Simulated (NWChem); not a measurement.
# Correlation energy of CF$_{2}$

```
C
F 1 1.3225
F 1 1.3225 2 120.25
```
Charge 0, spin multiplicity 3.

Everything below was run with NWChem. All single points use one geometry, from UPBE/def2-SVP, a minimum by its harmonic frequencies.

Basis set: STO-3G. Each correlation energy counts from its own Hartree-Fock reference.

The correlated methods keep 3 core orbitals frozen. This spin state was chosen for the runs; another may lie lower. The structure started from a generated list of species. The unpaired electrons of the parent sit in orbitals of symmetry a1 and b2 (C2v labels of the run); other states weren't searched. No SCF solution was tested for a lower state. Open-shell Hartree-Fock references start from PBE0 orbitals. No row is a measurement; the coupled-cluster row has its own basis-set and correlation limits.

```json
[
 {"method": "SCS-UMP2", "correlation energy (mHa)": "…"},
 {"method": "CCSD on UHF", "correlation energy (mHa)": "…"},
 {"method": "CCSD(T) on ROHF", "correlation energy (mHa)": "…"},
 {"method": "CCSD[T] on ROHF", "correlation energy (mHa)": "-88.2"},
 {"method": "CCSDT on ROHF", "correlation energy (mHa)": "…"},
 {"method": "CCSD(T) on UHF", "correlation energy (mHa)": "-84.8"},
 {"method": "CCSD[T] on UHF", "correlation energy (mHa)": "-85.8"},
 {"method": "CCSD on ROHF", "correlation energy (mHa)": "-82.7"},
 {"method": "UMP2", "correlation energy (mHa)": "-62.4"}
]
```

Q: Complete the blanks.

A: 
- SCS-UMP2, correlation energy (mHa): -62.9
- CCSD on UHF, correlation energy (mHa): -81.1
- CCSD(T) on ROHF, correlation energy (mHa): -87.1
- CCSDT on ROHF, correlation energy (mHa): -87.6
